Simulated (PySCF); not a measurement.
C9H6OS2, SMILES O=C(c1ccsc1)c1cccs1, singlet, GFN2-xTB optimised geometry. Atoms within 1.6 Å of the plane z = 1.5 Å (x, y, z in Å): C2 (-0.07, -1.56, -0.09), C3 (1.37, -1.41, 0.15), C4 (2.01, -0.51, 1.05), C5 (3.36, -0.64, 1.05), S6 (3.89, -1.86, -0.05), C8 (-0.91, -0.36, 0.00), C9 (-2.28, -0.36, 0.00), C10 (-2.84, 0.93, 0.02), C11 (-1.88, 1.90, 0.01), S12 (-0.29, 1.27, 0.00), H13 (1.49, 0.18, 1.69), H14 (4.08, -0.11, 1.63), H16 (-2.85, -1.27, -0.01), H17 (-3.89, 1.13, 0.03), H18 (-2.02, 2.97, 0.02).

Calculation: PBE0/def2-SVP (PySCF 2.14.0).

Map of the Laplacian of the electron density (e/bohr⁵) on the plane z = 1.5 Å:

```
|888888888888888888888888888|
|888888888888888888888888888|
|888888888888888888888888888|
|888888888888888888888888888|
|888888888888888888888888888|
|888888888888888888888888888|
|888888888888888888888888888|
|888888888888888888888888888|
|888888888888888888888888888|
|888888888888888888888888888|
|888888888888888888888888888|
|888888888888888888888888888|
|888888888888888978999998888|
|888888888888888913999509888|
|888888888888888985788259888|
|888888888888888999887898888|
|888888888888888899999998888|
|888888888888888888888888888|
|888888888888888888888888888|
|888888888888888888888888888|
|888888888888888888888888888|
|888888888888888888888888888|
|888888888888888888888888888|
|888888888888888888888888888|
|888888888888888888888888888|
|888888888888888888888888888|
|888888888888888888888888888|
```
Scale: ten equal steps from -1.04 (start of '0') to 0.182 (end of '9'), in the order '0123456789'; x runs from -6.00 to 6.00, y from -6.00 (bottom) to 6.00 (top).
